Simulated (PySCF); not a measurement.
but-3-ene-1-selenol (C4H8Se), SMILES C=CCC[SeH]. The structure is a stationary point at PBE0-D3(BJ)/def2-SVP. The values are those of a single conformer.

Problem. Give the equilibrium geometry at PBE0-D3(BJ)/def2-SVP (PySCF confirms it by a frequency run) as Cartesian coordinates in Å. (The exact figures need the calculation; the answer reports its results.)

Solution. One answer among several that fit: 
```xyz
13

C     -3.4439     1.0180     0.4749
C     -2.6029     0.0071     0.2532
C     -1.1548    -0.0109     0.6350
C     -0.2506    -0.0921    -0.5891
Se     1.6549    -0.2475    -0.1783
H     -3.1166     1.9306     0.9844
H     -4.4905     0.9713     0.1630
H     -2.9746    -0.8877    -0.2637
H     -0.9457    -0.8763     1.2874
H     -0.9104     0.8908     1.2202
H     -0.4693    -0.9947    -1.1814
H     -0.4001     0.7716    -1.2527
H      1.7536     1.0752     0.4594
```
